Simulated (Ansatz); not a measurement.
Born–Oppenheimer molecular dynamics of H10OSi3 (14 atoms, charge 0, multiplicity 1). It starts from a rough guess of a transition structure, not a stationary point.

Method: Ansatz, UKS PBE-D4/STO-3G.

```
ensemble                      : NVE (velocity Verlet)
time step                     : 0.5 fs
steps asked                   : 150
starting velocities drawn for : 100 K
seed                          : 302367
```

First frame:

```xyz
14
Properties=species:S:1:pos:R:3
Si -0.133 -0.828 0.391
Si -0.146 1.587 1.350
H -1.423 -0.927 1.142
H 0.581 -1.892 1.105
Si -0.726 -0.980 -1.828
H 1.291 0.720 0.521
O 1.738 -0.203 -0.241
H 0.725 2.771 1.464
H -0.552 1.328 2.731
H -1.326 2.085 0.640
H -0.677 0.317 -2.513
H -2.094 -1.483 -1.990
H 0.132 -1.889 -2.593
H 2.609 -0.607 -0.179
```

(1) How far do the bonds stretch over the last three quarters of this one trajectory? (Pairs bonded in most of those frames.)

Results:

(1) 
```csv
bond,mean (Å),spread (Å),shortest,longest
Si1–Si2,2.276,0.128,2.10,2.47
Si1–H3,1.467,0.021,1.43,1.51
Si1–H4,1.467,0.020,1.43,1.50
Si1–Si5,2.254,0.018,2.22,2.28
Si2–H8,1.459,0.020,1.43,1.49
Si2–H9,1.460,0.012,1.44,1.48
Si2–H10,1.461,0.026,1.42,1.50
Si5–H11,1.456,0.009,1.44,1.47
Si5–H12,1.457,0.007,1.45,1.47
Si5–H13,1.456,0.007,1.44,1.47
H6–O7,1.053,0.044,0.98,1.13
O7–H14,1.065,0.093,0.91,1.21
```

Mean temperature of the second half: 1050 K. The conserved energy stayed within 0.99 meV per atom of its start (net change -0.52 meV per atom), so the integration is sound. The system heated up, since it started high on the potential surface and ran downhill. A run of 0.075 ps of so small a system gives no equilibrium averages. The orbitals stay closed-shell, which can raise the energy where a bond breaks towards radicals; this wasn't checked here. Limits of this set-up: minimal basis.

Run time: 8.5 min on 1 CPU thread of a shared host.
